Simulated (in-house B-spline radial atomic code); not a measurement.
A run on Nb (an excited or competing configuration) that did not converge. Method: scalar-relativistic (X2C) wB97X, spin-polarised, spherical fractional occupations, exact exchange averaged over the configuration, Fermi nucleus of rms radius 4.324 fm; computed with an all-electron radial atomic-structure program (B-spline basis).

Command:
```bash
python run_scf.py task.json out
```
Settings (nuclear radius in fm, mass in u):
```
Z                41
configuration    [Kr] 4d3 5s1 6d1
hamiltonian      x2c
method           wb97x
spin_polarised   True
nucleus          fermi
rms_radius       4.324
atomic_mass      92.90637
speed_of_light   137.035999084
exact_exchange   averaged over the configuration
```

First and last ten iterations of the last attempt (damped for 15 steps, keeping 80 % of the old Fock matrix, then DIIS):
```
 iter        energy (Eh)    residual
    1       -3815.671176    4.25e-01
    2       -3817.834013    1.68e-01
    3       -3818.519106    1.06e-01
    4       -3818.868208    7.34e-02
    5       -3819.044788    4.99e-02
    6       -3819.133511    3.46e-02
    7       -3819.177064    2.60e-02
    8       -3819.198127    2.02e-02
    9       -3819.208381    1.59e-02
   10       -3819.213455    1.25e-02
  111       -3819.219108    8.27e-04
  112       -3819.218947    8.68e-04
  113       -3819.218857    9.20e-04
  114       -3819.219254    6.70e-04
  115       -3819.219271    9.92e-04
  116       -3819.219162    1.44e-03
  117       -3819.219221    1.01e-03
  118       -3819.219480    8.01e-04
  119       -3819.219481    6.10e-04
  120       -3819.219406    8.79e-04
 not converged after 120 iterations
```

The smallest residual met was 6.1e-04; the threshold is about 4e-07. No energy from this run should be used. Time taken, with all properties: 30 s on 1 thread of Arm Neoverse V1, on a shared host.
